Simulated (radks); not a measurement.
Mg II, configuration [Ne] 3s1. All-electron calculation, non-relativistic Kohn-Sham, LDA (Slater exchange, Perdew-Wang correlation), spin-unpolarised, spherical densities, point nucleus. Program: a radial shooting solver on a logarithmic mesh with Libxc functionals.

Normalised radial functions P(r) = r R(r), r in bohr:

```
   r/bohr * 1s, o 2s, + 4s (the largest magnitude, 2.47, reaches the edge; | marks zero, & curves that meet)
  0.01419                             +  o      *
  0.01877                             +  o         *
  0.02464                             |+  o           *
  0.03234                             |+   o             *
  0.04245                             |+   o                *
  0.05572                             |+    o                  *
  0.07313                             |+    o                    *
  0.09599                             |+   o                     *
    0.126                             +   o                    *
   0.1654                             +o                   *
   0.2171                          o  +              *
   0.2849                      o     +|        *
    0.377                  o         +|   *
   0.4948                o           +| *
   0.6495                o           +*
   0.8526                   o         &
    1.119                      o      *+
    1.469                          o  * +
    1.928                            o*  +
    2.531                             & +
    3.322                             &
     4.36                          +  &
    5.769                        +    &
    7.572                         +   &
    9.939                          +  &
    13.05                            +&
    17.12                             &
    22.48                             &
```

1s: eigenvalue -1260.2 eV, 0 radial nodes, <r> = 0.131 bohr, 90 % of the charge inside 0.235 bohr. 2s: eigenvalue -88.105 eV, 1 radial node at r = 0.180 bohr, <r> = 0.702 bohr, 90 % of the charge inside 1.12 bohr. 4s (empty): eigenvalue -3.255 eV, 3 radial nodes at r = 0.177, 0.879, 3.31 bohr, <r> = 6.96 bohr, 90 % of the charge inside 10.2 bohr.
